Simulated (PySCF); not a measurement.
Job file and geometry (Å, from GFN2-xTB) of an NMR shielding run on SMILES C=C1[C@@H](C2CC2)CS[Si@@H]1O, C7H12OSSi, GIAO PBE0/pcSseg-1 NMR shielding, non-relativistic, gas phase (PySCF); density fitting, a coarse starting grid and PySCF grid level 2 are the driver's defaults:

```
$ OMP_NUM_THREADS=1 python probes_run.py task.json out

{"job": {"kind": "nmr", "xc": "PBE0", "basis": "pcSseg-1"}, "charge": 0, "multiplicity": 1}
C      1.514018     1.069375     1.087250
C      1.087798     0.295390     0.100761
C     -0.206959    -0.470442     0.152693
C     -1.254333     0.255613    -0.669090
C     -2.707128     0.101774    -0.335882
C     -2.010911     1.403534    -0.076055
C      0.018787    -1.878092    -0.398546
S      0.992448    -1.862876    -1.954096
Si     2.003956    -0.014611    -1.516797
O      3.616981    -0.144634    -1.416697
H      2.435916     1.620510     1.007331
H      0.965061     1.190888     2.009327
H     -0.561324    -0.557656     1.186010
H     -0.995712     0.325218    -1.719153
H     -3.418030     0.049180    -1.146056
H     -2.973711    -0.510048     0.513075
H     -1.803696     1.672352     0.948834
H     -2.242520     2.249122    -0.705261
H      0.571308    -2.489957     0.315601
H     -0.925148    -2.368498    -0.630909
H      1.830203     0.957190    -2.578178
H      4.052585    -0.873949    -0.980503
```

Question: Write the output of this run.

Answer: 
```
coarse grid: 19376 points
cycle   1  E = -1035.9701957364  dE =  1.525e+00  |g| = 7.742e-01  |ddm| = 4.415e+00
cycle   2  E = -1035.8622561084  dE =  1.079e-01  |g| = 1.101e+00  |ddm| = 1.602e+00
cycle   3  E = -1036.0882261263  dE = -2.260e-01  |g| = 1.257e-01  |ddm| = 1.076e+00
cycle   4  E = -1036.0914775715  dE = -3.251e-03  |g| = 4.275e-02  |ddm| = 1.697e-01
cycle   5  E = -1036.0918566210  dE = -3.790e-04  |g| = 1.633e-02  |ddm| = 5.456e-02
cycle   6  E = -1036.0919146881  dE = -5.807e-05  |g| = 6.172e-03  |ddm| = 2.143e-02
cycle   7  E = -1036.0919240267  dE = -9.339e-06  |g| = 1.060e-03  |ddm| = 6.378e-03
final grid: 177800 points
cycle   8  E = -1036.1650888518  dE = -6.012e-05  |g| = 1.140e-02  |ddm| = 5.010e-02
cycle   9  E = -1036.1650655931  dE =  2.326e-05  |g| = 1.520e-02  |ddm| = 2.635e-02
cycle  10  E = -1036.1651194709  dE = -5.388e-05  |g| = 1.727e-03  |ddm| = 1.670e-02
cycle  11  E = -1036.1651201099  dE = -6.390e-07  |g| = 4.054e-04  |ddm| = 1.962e-03
cycle  12  E = -1036.1651201468  dE = -3.682e-08  |g| = 1.552e-04  |ddm| = 5.406e-04
cycle  13  E = -1036.1651201521  dE = -5.387e-09  |g| = 4.713e-05  |ddm| = 1.715e-04
cycle  14  E = -1036.1651201527  dE = -5.261e-10  |g| = 8.199e-06  |ddm| = 6.640e-05
converged SCF energy = -1036.1651201527

GIAO shielding tensors (ppm)
atom      isotropic    diamagn.    paramagn.     s11        s22        s33       span
  0 C       56.034     253.324    -197.291    -55.135     62.855    160.382    215.517
  1 C       24.143     266.984    -242.840    -81.696      7.418    146.708    228.405
  2 C      126.768     243.707    -116.939    112.182    123.588    144.535     32.353
  3 C      167.187     249.717     -82.529    130.141    161.247    210.174     80.033
  4 C      178.329     256.060     -77.730    149.135    177.338    208.515     59.379
  5 C      180.720     252.364     -71.644    151.647    177.009    213.505     61.858
  6 C      146.430     249.769    -103.338    119.820    154.254    165.217     45.396
  7 S      628.393    1058.327    -429.934    517.330    621.139    746.709    229.378
  8 Si     351.910     878.934    -527.024    299.127    355.635    400.967    101.840
  9 O      289.706     384.108     -94.403    256.318    296.530    316.268     59.950
 10 H       25.970      30.619      -4.649     22.822     24.160     30.928      8.106
 11 H       25.644      32.993      -7.349     21.671     24.558     30.702      9.031
 12 H       30.439      35.347      -4.908     27.120     29.484     34.713      7.593
 13 H       30.698      32.928      -2.230     22.858     32.205     37.030     14.171
 14 H       31.183      30.968       0.215     25.495     26.400     41.655     16.160
 15 H       31.571      32.835      -1.264     26.356     28.881     39.476     13.120
 16 H       31.665      32.690      -1.025     26.301     28.929     39.765     13.463
 17 H       31.308      30.834       0.474     25.617     26.668     41.640     16.023
 18 H       28.451      32.171      -3.720     21.865     27.843     35.646     13.781
 19 H       28.812      32.008      -3.197     23.107     28.060     35.268     12.161
 20 H       26.118      28.939      -2.820     21.723     25.259     31.373      9.650
 21 H       30.013      30.495      -0.482     22.091     25.082     42.865     20.774
```

Question: Turn these shieldings into chemical shifts. Referencing at the same level of theory: ¹³C (σref 186.93) and ²⁹Si (σref 349.16) and ¹H (σref 31.72) against TMS; ³³S (σref 503.73) against CS2; ¹⁷O (σref 336.08) against H2O.

Answer: Averaging equivalent atoms: C 1: 162.8; C 0: 130.9; C 2: 60.2; C 6: 40.5; C 3: 19.7; C 4: 8.6; C 5: 6.2; S 7: -125; Si 8: -2.8; O 9: 46.4; H 11: 6.07; H 10: 5.75; H 20: 5.60; H 18: 3.27; H 19: 2.91; H 21: 1.70; H 12: 1.28; H 13: 1.02; H 14: 0.53; H 17: 0.41; H 15: 0.15; H 16: 0.05 ppm. Experimental scales use liquid or dissolved standards, which lie at an offset from isolated H2O (liquid H2O: subtract about 36 ppm).

Size and cost of the density-fitted run: 244 basis functions, 120 s wall time on 1 thread of an Arm Neoverse N1, shared host; peak memory 1.1 GiB.
